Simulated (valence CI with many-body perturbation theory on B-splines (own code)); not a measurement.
Au⁷⁺ in three bases

Calculated by relativistic CI+MBPT: four valence electrons over a frozen Dirac-Fock core [Xe] 4f14, radial functions for each j: 7 s, 7 p, 8 d, 6 f, 4 g, 1 h, with the one-electron correlation potential Σ1 (screened to all orders), the two-electron term Σ2, the three-electron term Σ3, Breit, model QED; selected single and double excitations, second order for the rest, scaled by the run's own slope (own B-spline code, finite nucleus).

No measured spectrum was set against this ion. As an estimate, terms of the open shell hold to 2 to 4 % of their energy, and close levels can change places; different configurations can be misplaced against each other by 1,000 to 8,000 cm⁻¹. Only levels of the ground parity were solved; by the run's estimate the other parity begins above the list, which can be wrong where configurations are misplaced.

The reference run has the lowest level (5d3/2^4) J=0 and an ionisation energy of 113.227 eV. Its largest variational space holds 19996 state functions.

Levels are named by their leading jj configuration (3d3/2^4 stands for four electrons in 3d with j = 3/2), which in mixed levels can hold well under half, so a name can repeat and another be missing. Letters in brackets count levels of one name in rising energy.

Changed runs:
A. basis 6 s, 6 p, 5 d, 5 f, 1 g
B. basis 5 s, 5 p, 4 d, 4 f

Excitation energies of the reference run in cm⁻¹, and shifts in cm⁻¹:

```csv
Level,Reference,A,B
(5d3/2^3 5d5/2) J=1,9507,-138,-285
(5d3/2^2 5d5/2^2) J=2 [a],16470,-172,-309
(5d3/2^2 5d5/2^2) J=3 [a],21055,-138,-175
(5d3/2^3 5d5/2) J=4,22495,+0.2,+231
(5d3/2^2 5d5/2^2) J=0 [a],31522,+25,+137
(5d3/2^2 5d5/2^2) J=4 [a],33058,+2.4,+431
(5d3/2^2 5d5/2^2) J=3 [b],37590,+85,+768
(5d3/2^2 5d5/2^2) J=2 [b],38550,+155,+904
(5d3/2^2 5d5/2^2) J=5,40433,+84,+850
(5d3/2^2 5d5/2^2) J=1,41646,+87,+583
(5d3/2^2 5d5/2^2) J=6,43708,+135,+1042
(5d3/2^2 5d5/2^2) J=4 [b],47548,+134,+958
Ionisation energy (eV),113.227,-0.064,-0.125
```
